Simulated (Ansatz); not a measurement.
Stepwise reaction of `F[Si](F)(O[SiH3])O[SiH3]` with hydrogen, as a gas-phase model of exchange steps in deposition or etching. ΔE in kJ/mol.

Gas-phase electronic energies from Ansatz, PBE0-D4/def2-TZVP geometries. CCSD(T)/CBS is the MP2 limit (def2-TZVPP, def2-QZVPP) plus CCSD(T) − MP2 in def2-TZVPP, frozen cores. This one scheme is used for every species. Functionals use def2-TZVPP. B3LYP here is the variant with VWN-RPA as its local correlation; programs differ in this. Each species was taken in one conformer, which may not be the lowest.

```
step                                                          reaction  PBE-D4  B3LYP-D4  ωB97M-V  CCSD(T)/CBS
   1  `F[Si](F)(O[SiH3])O[SiH3]` + H₂ → `F[SiH](F)O[SiH3]` + `O[SiH3]`   101.5     115.6    111.6        114.0
   2                  `F[SiH](F)O[SiH3]` + H₂ → `F[SiH2]F` + `O[SiH3]`   113.5     125.4    123.1        125.0
```

(1) By hand: ΔE of the 2 steps together at CCSD(T)/CBS.

Answers

(1) (114.0) + (125.0) = 239.0 kJ/mol, or 119.5 kJ/mol a step.

In ΔE each step is higher than the one before. All are uphill at CCSD(T)/CBS. PBE-D4 differs from CCSD(T)/CBS by -12.5 to -11.5 kJ/mol a step. Isolated molecules leave out the surface, adducts and barriers. Largest T1 diagnostic: 0.012.
